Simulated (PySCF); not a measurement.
Species: C₄H₈BNO.
SMILES: `C(/OBN)=C\C=C`

The closed-shell SCF was solved with PySCF and density fitting under several settings on one GFN2-xTB geometry (grid level 2 and gas phase unless stated).

| settings | basis functions | SCF cycles | E (Eh) | HOMO (eV) | LUMO (eV) | dipole (D) |
| --- | --- | --- | --- | --- | --- | --- |
| PBE0/pcSseg-1 | 159 | 14 | -311.7067 | -6.05 | -0.37 | 2.15 |
| PBE0/def2-SVPD | 207 | 14 | -311.5341 | -6.09 | -0.44 | 2.04 |

Task: Estimate the rows for these settings: (1) BHandHLYP/cc-pVDZ; (2) OLYP/def2-SVP.

Result: 
| settings | basis functions | SCF cycles | E (Eh) | HOMO (eV) | LUMO (eV) | dipole (D) |
| --- | --- | --- | --- | --- | --- | --- |
| BHandHLYP/cc-pVDZ | 138 | 13 | -311.9484 | -6.72 | 0.97 | 2.15 |
| OLYP/def2-SVP | 138 | 16 | -311.7682 | -4.75 | -0.96 | 2.42 |

Task: Over all rows, what range does the HOMO–LUMO gap span?

Result: From 3.79 eV (OLYP/def2-SVP) to 7.69 eV (BHandHLYP/cc-pVDZ). The functional of the narrowest has no exact exchange, that of the widest 50 % exact exchange.

Task: And the dipole moment?

Result: From 2.04 D (PBE0/def2-SVPD) to 2.42 D (OLYP/def2-SVP); the largest is 1.19 times the smallest, and the median is 2.15 D.

Task: Compare two rows with the functional PBE0: PBE0/pcSseg-1 and PBE0/def2-SVPD. Which energy is lower, and by how much?

Result: PBE0/pcSseg-1 (159 functions) lies 0.1726 Eh or 108 kcal/mol below PBE0/def2-SVPD (207 functions). The smaller set gives the lower energy; the two sets aren't nested, so the variational bound doesn't order them by size.

Cycle counts include a coarse-grid stage where the run had one.

Conformer computed: `[CH2:1]=[CH:2]/[CH:3]=[CH:4]/[O:5][BH:6][NH2:7]`: C1–C2–C3–C4 180°, C3–C4–O5–B6 180°, C4–O5–B6–N7 180°, H–N7–B6–O5 0°, H–N7–B6–O5 180°.

One conformer stands for the species.
